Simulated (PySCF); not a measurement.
Species: C₄H₅FO₅.
Atom-mapped SMILES: `[O:1]=[CH:2][O:3][C@@H:4]1[O:5][CH2:6][O:7][C@H:8]([F:9])[O:10]1` (hydrogens: H11 on C2; H12 on C4; H13, H14 on C6; H15 on C8)

Cartesian coordinates in Å at the GFN2-xTB level; atoms count from 1:
```
atom  x, y, z in Å
O1     3.1709   -0.5627    0.0759
C2     2.5217    0.4325    0.0863
O3     1.1998    0.5246   -0.0865
C4     0.4718   -0.6789   -0.2830
O5    -0.3730   -0.5342   -1.3581
C6    -1.4290    0.3494   -1.0623
O7    -2.1457   -0.0949    0.0685
C8    -1.3231   -0.2626    1.1430
F9    -0.9340    0.9746    1.6140
O10   -0.2027   -1.0231    0.8910
H11    2.9132    1.4501    0.2342
H12    1.1691   -1.5011   -0.4940
H13   -1.0438    1.3666   -0.8936
H14   -2.1164    0.3184   -1.9073
H15   -1.8832   -0.7507    1.9500
```

The closed-shell SCF was solved with PySCF and density fitting under several settings on one GFN2-xTB geometry (grid level 2 and gas phase unless stated).

```
      settings  basis functions  SCF cycles     E (Eh)  HOMO (eV)  LUMO (eV)  dipole (D)
 PBE0/pcSseg-1              195          15  -630.6693      -8.70      -0.26        2.05
PBE0/def2-SVPD              258          15  -630.2987      -8.81      -0.48        2.06
```

Question: Estimate the rows for these settings: (1) revPBE/pcSseg-0, damping 0.1 at the start, DIIS from the seventh cycle; (2) OLYP/STO-3G.

Answer: 
```
                                                              settings  basis functions  SCF cycles     E (Eh)  HOMO (eV)  LUMO (eV)  dipole (D)
revPBE/pcSseg-0, damping 0.1 at the start, DIIS from the seventh cycle              100          26  -629.7032      -7.02      -1.45        1.95
                                                           OLYP/STO-3G               55          15  -622.7889      -3.22       2.13        1.57
```

Question: Over all rows, what range does the HOMO–LUMO gap span?

Answer: From 5.35 eV (OLYP/STO-3G) to 8.44 eV (PBE0/pcSseg-1). The functional of the narrowest has no exact exchange, that of the widest 25 % exact exchange.

Question: And the dipole moment?

Answer: From 1.57 D (OLYP/STO-3G) to 2.06 D (PBE0/def2-SVPD); the largest is 1.31 times the smallest, and the median is 2.00 D.

Question: Compare two rows with the functional PBE0: PBE0/pcSseg-1 and PBE0/def2-SVPD. Which energy is lower, and by how much?

Answer: PBE0/pcSseg-1 (195 functions) lies 0.3706 Eh or 233 kcal/mol below PBE0/def2-SVPD (258 functions). The smaller set gives the lower energy; the two sets aren't nested, so the variational bound doesn't order them by size.

Whole jobs, the steps after the SCF included, on one thread, Intel Xeon at 2.70 GHz (x86_64) (shared host):

| settings | work after the SCF | wall time | peak memory |
| --- | --- | --- | --- |
| PBE0/pcSseg-1 | shieldings, ring-centre shieldings, charges and field gradients, density and orbital grids written | 66 s | 0.85 GiB |
| PBE0/def2-SVPD | 6 singlets by full TDDFT, 2 Tamm–Dancoff triplets, polarisability, density and orbital grids written | 2.0 min | 1.1 GiB |
| revPBE/pcSseg-0, damping 0.1 at the start, DIIS from the seventh cycle | shieldings, ring-centre shieldings | 61 s | 0.56 GiB |
| OLYP/STO-3G | shieldings, ring-centre shieldings, charges and field gradients | 24 s | 0.42 GiB |

Cycle counts include a coarse-grid stage where the run had one.

One conformer stands for the species.
